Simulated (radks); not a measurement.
Results of a calculation; reference values are marked as such.
Problem. Ionisation of Mn, [Ar] 3d5 4s2, to Mn+, [Ar] 3d5 4s1, under several functionals. Non-relativistic Kohn-Sham, spin-polarised, spherical densities, point nucleus; open shells are filled with parallel spins first; a radial shooting solver on a logarithmic mesh with Libxc functionals. Known Delta-SCF values: RPBE 7.151 eV; OLYP 7.258 eV; exchange-only r2SCAN 5.859 eV. What does BP86 give, and what is its highest occupied eigenvalue?

Solution. 7.379 eV by Delta-SCF; the 4s eigenvalue is -4.587 eV. NIST: 7.434 eV (measured).
